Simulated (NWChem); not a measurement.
Molecule: BeH2Se; SMILES [BeH][SeH]

Computed with NWChem. Structure relaxed at the B3LYP/6-31G* (spherical d) level. Total energies compare along this basis series because the functional is fixed.

```json
[
 {"level": "TPSS/pcseg-1", "basis functions": "46", "energy (Ha)": "-2417.1791", "highest occupied level (eV)": "-6.37", "orbital gap (eV)": "4.68", "dipole (D)": "0.63"},
 {"level": "TPSS/aug-pcseg-1", "basis functions": "67", "energy (Ha)": "-2417.1821", "highest occupied level (eV)": "-6.39", "orbital gap (eV)": "4.66", "dipole (D)": "0.48"},
 {"level": "TPSS/pcseg-2", "basis functions": "86", "energy (Ha)": "-2417.5076", "highest occupied level (eV)": "-6.38", "orbital gap (eV)": "4.69", "dipole (D)": "0.53"},
 {"level": "TPSS/STO-3G", "basis functions": "25", "energy (Ha)": "-2390.6092", "highest occupied level (eV)": "-4.37", "orbital gap (eV)": "5.04", "dipole (D)": "1.19"},
 {"level": "TPSS/def2-SVP", "basis functions": "51", "energy (Ha)": "-2417.1565", "highest occupied level (eV)": "-6.31", "orbital gap (eV)": "4.60", "dipole (D)": "0.61"}
]
```
